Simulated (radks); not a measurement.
The numbers below are computed, except where a source is named.
Correlation energies from several functionals, in hartree. Species: Li [He] 2s1; P5+ [Ne]; Ne [Ne]; Yb [Xe] 4f14 6s2; Si2+ [Ne] 3s2. Code: a radial shooting solver on a logarithmic mesh with Libxc functionals. Model: non-relativistic Kohn-Sham, LDA (Slater exchange, Perdew-Wang correlation), spin-polarised, spherical densities, point nucleus. Every spin shell is full or empty, so the densities are truly spherical. Functionals are evaluated on that one density, not self-consistently.

functional         Li       P5+        Ne       Yb      Si2+
PW92         -0.15016  -0.90188  -0.73980  -7.1099  -0.96731
PZ           -0.14953  -0.89949  -0.73717  -7.1135  -0.96508
PBE         -0.050761  -0.39536  -0.34648  -4.1262  -0.43236
PBEsol      -0.064210  -0.46703  -0.40807  -4.6350  -0.51313
LYP         -0.053743  -0.43539  -0.38293  -3.7367  -0.49764
P86         -0.052176  -0.45565  -0.38460  -4.6523  -0.49407
PW91        -0.056852  -0.44185  -0.37790  -4.4341  -0.47919
AM05         -0.13110  -0.81473  -0.66477  -6.6765  -0.87089
TPSS        -0.048941  -0.39879  -0.34985  -4.1267  -0.43710
SCAN        -0.045990  -0.38387  -0.34405  -4.1985  -0.43794
r2SCAN      -0.046033  -0.38769  -0.34623  -4.2172  -0.44173
Tao-Mo      -0.034351  -0.35923  -0.31066  -4.0275  -0.39274
